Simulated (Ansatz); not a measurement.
`[SiH3][NH][AlH][BH]Cl` + H₂ → `[AlH2][BH]Cl` + `N[SiH3]` at 500 K and 1 bar (hydrogenolysis of the Al–N bond).

Computed with Ansatz on PBE0-D4/def2-TZVP structures; ΔE is electronic, products minus reactants. CCSD(T)/CBS adds triple-zeta CCSD(T) − MP2 to the extrapolated MP2 energy (def2 sets, frozen cores). This one scheme is used for every species. One conformer a species, not always the lowest.

| species | CCSD(T)/CBS energy (Eh) | H − E (kJ/mol) | S (J/(mol·K)) |
| --- | --- | --- | --- |
| `[SiH3][NH][AlH][BH]Cl` | -1074.04221 | 217.7 | 470.1 |
| H₂ | -1.17544 | 41.0 | 145.5 |
| `[AlH2][BH]Cl` | -728.37691 | 102.2 | 350.1 |
| `N[SiH3]` | -346.80422 | 161.3 | 303.9 |

H − E and S are ideal-gas, rigid-rotor, harmonic terms from PBE0-D4/def2-TZVP, for one conformer and one mirror image of each species. For small species the MP2-based limit differs from directly extrapolated CCSD(T) by up to some mEh (0.8 for H₂); such offsets cancel only in part. 1 Eh = 2625.50 kJ/mol, R = 8.31446 J/(mol·K).

Question: By hand: ΔE, ΔH, ΔS and ΔG.

Answer: ΔE = (-728.37691) + (-346.80422) − (-1074.04221) − (-1.17544) = 0.03652 Eh = 95.9 kJ/mol. Δ(H − E) = 102.2 + 161.3 − 217.7 − 41.0 = 4.8, so ΔH = 100.7 kJ/mol. ΔS = 350.1 + 303.9 − 470.1 − 145.5 = 38.4 J/(mol·K). ΔG = 100.7 − 500 × (38.4)/1000 = 81.5 kJ/mol.

Question: By hand: the equilibrium constant, and the temperature at which ΔG would vanish if ΔH and ΔS stayed fixed.

Answer: log₁₀ K = −ΔG/(RT ln 10) = -8.5. ΔG = 0 at ΔH/ΔS = 2622 K, far beyond where these terms or the molecules hold.

ΔH outweighs TΔS. A doubt of 5 kJ/mol in ΔE shifts log₁₀ K by 0.5 here. Other conformers and mirror images would add mixing entropy, several J/(mol·K) or more a flexible species. Modes under 60 cm⁻¹, often nearly free rotors, make the harmonic entropy too high. These are equilibria of isolated gas molecules and say nothing of rates. Largest T1 diagnostic: 0.013 (customary marks: 0.02 for closed shells, 0.045 for open ones).
